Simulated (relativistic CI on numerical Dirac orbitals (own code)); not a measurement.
Cu2+ (3d9) in a crystal field

Calculated by Dirac-Coulomb-Breit CI, orbitals from a KLI potential per configuration, QED by a radiative potential, valence Slater integrals scaled by 0.65, one configuration in a parametric crystal field (own radial code).

Field parameters in Wybourne normalisation: Oh B⁴₀ = 21Dq, B⁴₄ = √(5/14) B⁴₀. The field is a parameter set, without covalency.

S is read from ⟨S²⟩ = S(S + 1).

Levels (cm⁻¹, degeneracy): 0 (4), 18112 (2), 19339 (4).

(1) Which field gives this pattern?
A. Oh, 10Dq = 21450 cm⁻¹
B. Oh, 10Dq = 18850 cm⁻¹
C. Oh, 10Dq = 16250 cm⁻¹
D. Oh, 10Dq = 3250 cm⁻¹

Results:

(1) B. Oh, 10Dq = 18850 cm⁻¹, ground level with S = 0.50.
